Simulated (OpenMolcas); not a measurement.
Fe2+: ligand-field states by method

Fe2+ with its 6 nearest fluoride ions at 2.063 Å, on the Li site of LiF (a = 4.028 Å, distance in the model lattice 2.014 Å). The rest of the host is ab initio model potentials to 7.6 Å and point charges beyond; the distance is set by hand and nothing relaxes, and no local charge compensation is placed. Ligand basis ANO-RCC-VDZP.

```
Program             : OpenMolcas
Basis               : ANO-RCC-VTZP [6s5p3d2f1g]
Scalar Hamiltonian  : DKH2, point nucleus
Active space        : 6 electrons in 5 orbitals (3d)
State averaging     : 2S+1 = 5 even, 5 roots; 2S+1 = 3 even, 45 roots; 2S+1 = 1 even, 50 roots
Spin-orbit coupling : state interaction with AMFI integrals over the reference wave functions
```

I. CASSCF
II. SS-CASPT2, IPEA 0.25 Eh, imaginary shift 0.1 Eh (closed shells correlated: 3s 3p and the ligand valence shells)

Spin-free states (labels of O, the rotations of Oh) in cm-1, each column counted from its own energy of the first state listed:

```json
{"State": "5T2", "Degeneracy": "3", "I": "0", "II": "0"}
{"State": "5E", "Degeneracy": "2", "I": "9233", "II": "11150"}
{"State": "3T1", "Degeneracy": "3", "I": "16042", "II": "12330"}
{"State": "1A1", "Degeneracy": "1", "I": "19320", "II": "13740"}
{"State": "3T2", "Degeneracy": "3", "I": "19664", "II": "14940"}
{"State": "3T1", "Degeneracy": "3", "I": "23021", "II": "19960"}
{"State": "3T2", "Degeneracy": "3", "I": "25511", "II": "20930"}
{"State": "1T1", "Degeneracy": "3", "I": "25851", "II": "20160"}
{"State": "3E", "Degeneracy": "2", "I": "26086", "II": "22570"}
{"State": "3T1", "Degeneracy": "3", "I": "26787", "II": "22640"}
{"State": "3T2", "Degeneracy": "3", "I": "31081", "II": "26510"}
{"State": "3A2", "Degeneracy": "1", "I": "31363", "II": "27440"}
{"State": "1T2", "Degeneracy": "3", "I": "31815", "II": "26470"}
{"State": "3T1", "Degeneracy": "3", "I": "32527", "II": "30570"}
{"State": "3E", "Degeneracy": "2", "I": "33329", "II": "30920"}
{"State": "1E", "Degeneracy": "2", "I": "34449", "II": "29500"}
{"State": "1A1", "Degeneracy": "1", "I": "35482", "II": "29450"}
{"State": "3A1", "Degeneracy": "1", "I": "36229", "II": "33460"}
{"State": "1T2", "Degeneracy": "3", "I": "37167", "II": "31100"}
{"State": "3T2", "Degeneracy": "3", "I": "38062", "II": "32570"}
```

From I to II, I's first state of the same spin (5E) moves from 9233 to 11150 cm-1, by about +1900 cm-1.

From I to II, I's first state of another spin (3T1) moves from 16042 to 12330 cm-1, by about -3700 cm-1.

χT at 300 K: I 4.07, II 4.05 cm3 K/mol.

Roots that are degenerate in the reference are averaged as groups; the widest CASPT2 spread within a group is 800 cm-1 (the 3-fold group of multiplicity 1 near 20200 cm-1 above the lowest state of its run, II). Shifts and gaps below about the spread of the groups concerned are not significant. Over all roots computed the reference weight is 0.73 to 0.75 in II; a low but even weight reflects the number of correlated electrons. An orbital triplet at a regular site is open to Jahn-Teller coupling, which can distort the site and quench the lowest spin-orbit gaps and is left out. Ligand-to-metal charge-transfer states are missing. Without dynamic correlation the repulsion within the d shell is too large (B by tens of per cent), so at a given field states of lower spin stand too high (holds for I). With no ligand orbital active B as a rule stays too high, so bands that hang on it stand too high and its fall with covalency is understated (holds for I). With metal d orbitals alone and no dynamic correlation 10Dq can be off by a tenth to a fifth, either way, in oxide and fluoride hosts (holds for I). A single d shell leaves out the double-shell effect, which counts most for late 3d ions, where the CASPT2 field can be off either way by tens of per cent (holds for II). These CASPT2 states fit no ligand-field parameters well, so their order and spin gaps are uncertain (holds for II). For late 3d ions with one d shell CASPT2 can put B and the spin-flip bands somewhat low as well as high (holds for II). With one d shell and no ligand orbital active, 10Dq can be off by tens of per cent for divalent 3d ions, low with halides held by bare charges and at times high in hosts (holds for II). Free-ion shares, where given, are those of the reference states; single-state CASPT2 does not remix them (holds for II). No measured value stands beside these numbers; the geometry was set by hand and not optimised.
